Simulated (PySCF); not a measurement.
Mass spectrum arithmetic for [C7H11]+

Species: [C7H11]+.

Calculated for natural abundance.

Molar mass and exact mass?

For [C7H11]+, with standard atomic weights, 7 × 12.011 + 11 × 1.008 = 95.165 g/mol. From the most abundant isotopes (12C, 1H), 7 × 12.000000 + 11 × 1.007825 = 95.0861 u for neutral atoms; the ion's mass is 95.0855 u once 1 electron mass (0.000549 u) is taken off.

Work out the cluster of the ion itself, one line a nominal mass.

```tsv
nominal mass	m/z (centroid)	relative intensity
95	95.0855	100.0
96	96.0889	7.7
97	97.0923	0.3
```

Lines under 0.1 % of the tallest are left out. Abundances used (%; other tables differ somewhat): 12C 98.93, 13C 1.07; 1H 99.9885, 2H 0.0115.

Protons, neutrons, electrons, and exact less nominal mass of the monoisotopic species?

53 protons, 42 neutrons and 52 electrons; 95.0861 − 95 = +0.0861 u, electron masses as for neutral atoms.

Elemental analysis, calculated?

C 88.35 %, H 11.65 %.

What resolving power m/Δm just matches the spacing of the species with one 13C and with one 2H?

They lie 0.00292 u apart at mass 96.09, so m/Δm is about 33000.

List the species in which a single atom is changed from its most abundant isotope.

Intensity in % of the monoisotopic species:

```
isotope  mass shift (u)      m/z  intensity (%)
    13C        +1.00335  96.0889           7.57
     2H        +1.00628  96.0918           0.13
```

Species under 0.02 % are left out.

What share of all these ions is the monoisotopic species?

0.9893^7 × 0.999885^11 = 92.63 %.
